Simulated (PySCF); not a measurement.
**LaI: frontier orbitals**

PBE0 at R = 2.939 Å; basis La x2c-SVPall, I x2c-SVPall; spin-free X2C with a Gaussian nucleus; PySCF 2.14. State: triplet, about 0.0 electrons in the 4f shell (Mulliken). Only the outer orbitals are listed, counted within each symmetry.

```csv
spin,orbital,occ.,ε (eV),on La (%),main shells (%)
α,21σ,1,-17.91,6,94 I s
α,22σ,1,-7.75,17,"82 I p, 11 La d"
α,12π,1,-7.11,9,90 I p
α,12π,1,-7.11,9,90 I p
α,23σ,1,-4.23,99,"73 La s, 24 La d"
α,5δ,1,-4.16,100,100 La d
α,13π,0,-1.77,95,"81 La d, 14 La p"
α,13π,0,-1.77,95,"81 La d, 14 La p"
α,5δ,0,-1.76,100,100 La d
β,21σ,1,-17.94,6,94 I s
β,22σ,1,-7.72,16,"84 I p, 10 La d"
β,12π,1,-7.11,8,92 I p
β,12π,1,-7.11,8,92 I p
β,23σ,0,-1.76,100,89 La s
β,13π,0,-1.17,94,90 La d
β,13π,0,-1.17,94,90 La d
```

Question: Which are the highest filled and the lowest empty level, where do they sit, and how wide is the gap?

Answer: Highest filled α 5δ at -4.16 eV (in %: 100 La d); lowest empty α 13π at -1.77 eV (in %: 81 La d, 14 La p); the gap at PBE0 is 2.39 eV.

* bond order (Mayer): 1.28
* ⟨S²⟩: 2.003
* charge on La (Mulliken, basis-dependent): 0.28
* charge on La (Löwdin, basis-dependent): -0.08
* dipole moment (positive dipole means La(−)I(+)): -5.13 D
* polarisability along the bond: 166.7 bohr³
* polarisability across the bond: 185.5 bohr³

Spin–orbit coupling is left out. The state is the lowest single determinant that the PBE0 search found; with open d or f shells the true ground state can be another one.
